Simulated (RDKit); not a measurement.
RDKit input (UFF):

```python
from rdkit import Chem
from rdkit.Chem import AllChem, rdDetermineBonds

mol = Chem.MolFromXYZFile('mol.xyz')
rdDetermineBonds.DetermineBonds(mol, charge=-1)
print('SMILES', Chem.MolToSmiles(Chem.RemoveHs(mol)))
ff = AllChem.UFFGetMoleculeForceField(mol)
e0 = ff.CalcEnergy()
flag = ff.Minimize(maxIts=5000, forceTol=1e-5)
print(f'energy {e0:.4f} -> {ff.CalcEnergy():.4f} kcal/mol, converged: {flag == 0}')
print(Chem.MolToXYZBlock(mol))
```
mol.xyz:
```
8

C     -2.11124100    -0.26009600    -0.76618500
S     -1.06923500    -0.37870500     0.72893500
Ge     1.09904600     0.23458900    -0.04974300
H     -2.08737300     0.75584900    -1.16471500
H     -1.74293100    -0.93723400    -1.53908300
H     -3.14501700    -0.52479600    -0.52021300
H      1.01720300    -0.70465200    -1.37140800
H      0.56384000     1.52382600    -0.87865600
```

Output:

```
SMILES C[S][GeH2-]
energy 17.6216 -> -0.0119 kcal/mol, converged: True
8

C     -2.078163   -0.259477   -0.737292
S     -1.079587   -0.391275    0.776471
Ge     0.802664    0.216670   -0.243364
H     -2.049492    0.780542   -1.124179
H     -1.695876   -0.959839   -1.508974
H     -3.129014   -0.525106   -0.501588
H      1.123133   -0.788418   -1.379104
H      0.630626    1.635685   -0.843036
```

The dipole moment of an ion depends on the origin.

The geometry given is a B3LYP-D3(BJ)/def2-TZVP minimum.
